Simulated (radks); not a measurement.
The numbers below are computed, except where a source is named.
Spherical quantum dot in the effective-mass picture: electrons in a parabolic well V = omega^2 r^2 / 2 with omega = 0.523, all in effective atomic units (hartree* = m*/eps^2 hartree, bohr* = eps/m* bohr), one dielectric constant everywhere. Level of theory: non-relativistic Kohn-Sham, PBE, spin-polarised, spherical densities (a radial shooting solver with Libxc functionals). Levels are named by radial order and angular momentum (1s, 1p, 1d, 2s, ...), and open shells are averaged over m.

N = 14, configuration 1s2 1p6 1d(up 5, down 1). This is the lowest configuration that the search found. Occupied and some empty levels:

level    occupation  eigenvalue (hartree*)  <r> (bohr*)
1s up             1                 5.2268        2.384
1s down           1                 5.2546        2.291
1p up             3                 5.4543        2.913
1p down           3                 5.5001        2.870
1d up             5                 5.7238        3.282
1d down           1                 5.7776        3.269
2s up             0                 5.8112        2.778
2s down           0                 5.8379        2.818
1f up             0                 6.0288        3.578
1f down           0                 6.0849        3.584
2p up             0                 6.1550        3.161
2p down           0                 6.1842        3.178

Energy (hartree*): total 49.4832, kinetic 5.7554, external 18.518, Hartree 29.560, exchange-correlation -4.3499.

Electron density:

r (bohr*)  n(r) (e/bohr*^3)
0.437               0.03763
0.906               0.04547
1.38                0.05637
1.84                0.06594
2.31                0.06881
2.78                0.06142
3.25                0.04508
3.72                0.02611
4.19                0.01154
4.66               0.003887
5.13               0.001008
5.59              0.0001992
6.06             0.00002975
